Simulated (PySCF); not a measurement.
# `C#C/C=C/C/C=C/Cl`: 4 charge schemes on one density

C₇H₇Cl.
Structure used (GFN2-xTB), in Å, numbered top down from 1:
```xyz
15
C7H7Cl angstrom
C      3.8945    0.8336    0.4724
C      2.8597    0.3730    0.0729
C      1.6595   -0.1777   -0.4199
C      0.5393   -0.2555    0.2947
C     -0.7411   -0.8410   -0.2172
C     -1.8096    0.2112   -0.2472
C     -2.8997    0.1588    0.4971
Cl    -4.1094    1.3857    0.4709
H      4.7958    1.2387    0.8242
H      1.7019   -0.5541   -1.4354
H      0.5098    0.1302    1.3047
H     -1.0566   -1.6606    0.4338
H     -0.5903   -1.2330   -1.2263
H     -1.6323    1.0512   -0.9036
H     -3.1258   -0.6526    1.1722
```

Density: PBE0/pcSseg-1 (PySCF); schemes: Mulliken, IAO, Hirshfeld and ESP-fitted. Geometry: GFN2-xTB, one conformer, isolated molecule.

Task: What partial charge does each atom carry?

Result: In e:

```csv
atom,environment,Mulliken,IAO,Hirshfeld,ESP-fitted
C1,terminal alkyne carbon,-0.337,-0.237,-0.111,-0.443
C2,alkyne carbon,+0.291,-0.022,-0.046,+0.073
C3,alkene CH carbon,-0.182,-0.175,-0.042,-0.237
C4,alkene CH carbon,-0.130,-0.108,-0.018,-0.101
C5,allylic carbon,-0.146,-0.260,-0.061,-0.137
C6,alkene CH carbon,-0.118,-0.148,-0.047,-0.004
C7,vinylic C–Cl carbon,-0.121,-0.175,-0.036,-0.348
Cl8,vinyl chlorine,-0.094,-0.029,-0.042,-0.056
H9,alkyne hydrogen,+0.047,+0.203,+0.092,+0.310
H10,vinylic hydrogen,+0.130,+0.164,+0.058,+0.203
H11,vinylic hydrogen,+0.118,+0.158,+0.050,+0.165
H12,methylene hydrogen,+0.136,+0.152,+0.052,+0.097
H13,methylene hydrogen,+0.137,+0.151,+0.051,+0.088
H14,vinylic hydrogen,+0.124,+0.162,+0.048,+0.140
H15,vinylic hydrogen,+0.144,+0.164,+0.054,+0.248
```

Mean size of the charges over all atoms: ESP-fitted 0.177 e, IAO 0.154 e, Mulliken 0.150 e, Hirshfeld 0.054 e. Each set sums to the total charge, 0, to within 0.001 e. The Mulliken scheme gives each basis function's population to the atom it is centred on and halves the overlap population of two atoms between them.

Lowest charge. The schemes don't all agree: Mulliken C1 (-0.337); IAO C5 (-0.260); Hirshfeld C1 (-0.111); ESP-fitted C1 (-0.443).

Highest charge. The schemes don't all agree: Mulliken C2 (+0.291); IAO H9 (+0.203); Hirshfeld H9 (+0.092); ESP-fitted H9 (+0.310).

Task: How closely do the schemes follow one another over all atoms?

Result: Correlation coefficient and root-mean-square difference: IAO with Hirshfeld 0.94, 0.113 e; IAO with ESP-fitted 0.89, 0.100 e; Hirshfeld with ESP-fitted 0.86, 0.164 e; Mulliken with ESP-fitted 0.82, 0.121 e; Mulliken with IAO 0.81, 0.103 e; Mulliken with Hirshfeld 0.71, 0.131 e.

Task: How many electrons does the IAO scheme count on C4?

Result: Z − q = 6 − (-0.108) = 6.108.

These values come from a run that also computed NMR shieldings. Hardware: Arm Neoverse V1, one thread, shared host with 32 logical CPUs at a one-minute load of 9.1. Cost: 21 s of wall time, 0.80 GiB resident at most.
